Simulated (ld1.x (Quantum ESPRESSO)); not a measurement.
## Reading a pseudo-wave (fluorine (F))

Columns: radius, all-electron u(r) and pseudo u(r) of the 2s shell (level -67.61 eV) of fluorine in the configuration [He] 2s2 2p3; LDA (PZ), scalar-relativistic, RRKJ scheme, ld1.x (Quantum ESPRESSO) 7.5.

| r (bohr) | all-electron | pseudo |
| --- | --- | --- |
| 0.088 | 0.4912 | -0.1210 |
| 0.175 | 0.2924 | -0.2498 |
| 0.262 | -0.0827 | -0.3961 |
| 0.350 | -0.4467 | -0.5654 |
| 0.438 | -0.7299 | -0.7465 |
| 0.525 | -0.9197 | -0.9098 |
| 0.612 | -1.0296 | -1.0242 |
| 0.700 | -1.0758 | -1.0753 |
| 0.788 | -1.0736 | -1.0736 |
| 0.875 | -1.0382 | -1.0382 |
| 0.962 | -0.9812 | -0.9812 |
| 1.050 | -0.9105 | -0.9105 |
| 1.138 | -0.8331 | -0.8331 |
| 1.225 | -0.7547 | -0.7547 |
| 1.312 | -0.6776 | -0.6776 |
| 1.400 | -0.6030 | -0.6030 |
| 1.487 | -0.5339 | -0.5339 |
| 1.575 | -0.4694 | -0.4694 |
| 1.662 | -0.4114 | -0.4114 |
| 1.750 | -0.3585 | -0.3585 |
| 1.838 | -0.3113 | -0.3113 |
| 1.925 | -0.2698 | -0.2698 |
| 2.012 | -0.2331 | -0.2331 |
| 2.100 | -0.2006 | -0.2006 |
| 2.188 | -0.1722 | -0.1722 |
| 2.275 | -0.1478 | -0.1478 |

How many radial nodes do the two functions have?

The all-electron 2s function has n − l − 1 = 1; the pseudo-wave has 0, since the states of the same l below it are removed with the core.

At about which radius was the pseudo-wave matched?

0.80 bohr, where the columns begin to agree (steps of 0.09 bohr).

Is the pseudo-wave norm-conserving?

Yes: the RRKJ scheme keeps the norm inside the radius equal to the all-electron one, which fixes the energy derivative of the logarithmic derivative at the level.
